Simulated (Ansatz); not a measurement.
CH₄BrGaO, SMILES `C[O][GaH][Br]`, relaxed with RKS PBE0-D4/def2-TZVP in the Gaussian-basis code of Ansatz from a GFN2-xTB geometry. The force threshold is 0.005 eV/Å; the program also tests the step.

Charge 0, multiplicity 1.

Start:

```xyz
8

C    -0.237    1.074    0.836
O    -0.017    0.270   -0.308
Ga    0.279   -1.181   -1.167
Br    0.527   -3.178   -0.108
H     0.583    1.788    0.934
H    -0.295    0.470    1.745
H    -1.176    1.618    0.709
H     0.337   -0.861   -2.642
```

**Question.** By how much does the energy fall, and how many steps does the optimiser take? (Estimate.)

**Answer.** Ansatz gave: 6.92 kcal/mol, in 11 steps.

**Question.** Which bonds change most? (Estimate.)

**Answer.** Ansatz gave: O2–Ga3 from 1.712 to 1.766 Å; Ga3–H8 from 1.511 to 1.543 Å; Ga3–Br4 from 2.274 to 2.290 Å; C1–O2 from 1.415 to 1.407 Å.

**Question.** Give the relaxed structure. (Estimate.)

**Answer.** The calculation gave: 
```xyz
8

C    -0.209    0.961    0.792
O    -0.042    0.649   -0.569
Ga    0.249   -0.960   -1.237
Br    0.357   -2.670    0.283
H     0.562    1.675    1.100
H    -0.145    0.083    1.445
H    -1.188    1.429    0.942
H     0.415   -1.168   -2.756
```
